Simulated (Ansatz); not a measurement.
## Ligand exchange: GaH(CH3)(NH2) + H3NO → GaH2(NH2) + CH5NO

Gas-phase species: GaH(CH3)(NH2), singlet; H3NO (hydroxylamine) `NO`, singlet; GaH2(NH2), singlet; CH5NO `CON`, singlet. The partners trade CH3 for H: Ga–CH3 and O–H bonds give way to Ga–H and O–CH3.

Shapes, held fixed at every level: PBE0-D4/def2-TZVP. Flexible molecules stand in one conformer, not always the lowest. Programs: Ansatz 0.2.0. The zero-point and thermal change to 298 K, harmonic and unscaled (PBE0-D4/def2-TZVP), is -5.2 kJ/mol.

| level | kind | ΔH(298 K) (kJ/mol) | less CCSD(T)/def2-TZVPP |
| --- | --- | --- | --- |
| SPW92/def2-TZVPP | LDA | +58.9 | -8.9 |
| B3LYP-D4/def2-TZVPP | global hybrid | +60.9 | -6.9 |
| PBE0-D4/def2-TZVPP | global hybrid | +65.9 | -1.9 |
| r2SCAN0-D4/def2-TZVPP | global hybrid | +66.1 | -1.7 |
| wB97M-V/def2-TZVPP | range-separated hybrid | +64.7 | -3.1 |
| wB97X-V/def2-TZVPP | range-separated hybrid | +60.3 | -7.5 |
| MP2/def2-TZVPP | perturbation theory | +74.6 | +6.8 |
| CCSD(T)/def2-TZVPP | coupled cluster or CI | +67.8 | 0.0 |

The highest level, CCSD(T)/def2-TZVPP, gives ΔH(298 K) = +67.8 kJ/mol; the levels span +58.9 to +74.6. The column of differences is taken from that level and isn't an error. No measured value is set beside it here. Relativity is left out for Ga. Outer-core shells of Ga are correlated, in sets that cover them unevenly.
